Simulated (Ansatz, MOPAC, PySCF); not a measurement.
Donor–acceptor adduct: AlH3 (SMILES [AlH3]) (first 4 atoms) with H2S (SMILES S); geometry from B3LYP-D3(BJ)/def2-TZVP, rigid monomers moved along the line of their centres of mass till Al1···S5 is 3.61 Å.
(charge 0, multiplicity 1):
```xyz
7

Al    -0.252    -0.126     0.492
H     -1.002    -1.493     0.800
H     -1.117     1.197     0.339
H      1.197    -0.184    -0.156
S      0.900     0.604     3.831
H      1.406    -0.604     4.133
H     -0.246     0.368     4.492
```

Counterpoise-corrected where a basis set is named; no monomer relaxation.

Correlated levels freeze the cores. CBS: X⁻³ extrapolation of the correlation energy, Hartree–Fock from the larger set. Rows in 6-31G* carry no dispersion term and start afresh at each structure (6-31G* with six Cartesian d functions). MP2/6-31G* freezes PySCF's default core. The state reached by PM7 isn't checked; PM7 holds dispersion and hydrogen-bond terms.

The values were computed with Ansatz (an electronic-structure program) with Gaussian orbitals; MOPAC for PM7 (differences of heats of formation); PySCF for 6-31G* rows, the dispersion terms. 

```csv
level,interaction energy (meV)
PM7,-363.3
HF/6-31G*,-205.2
B3LYP-D3(BJ)/def2-TZVPPD,-269.6
PBE0/def2-TZVPPD,-242.8
wB97M-V/def2-TZVPPD,(withheld)
MP2/6-31G*,-230.1
"MP2/CBS(aug-cc-pV(D+d)Z, aug-cc-pV(T+d)Z)",-252.9
SCS-MP2/aug-cc-pV(D+d)Z,-234.5
"CCSD(T)/CBS(aug-cc-pV(D+d)Z, aug-cc-pV(T+d)Z)",-248.9
```

Problem. Some entries are withheld; supply them.

Solution. 
- wB97M-V/def2-TZVPPD, interaction energy (meV): -263.9
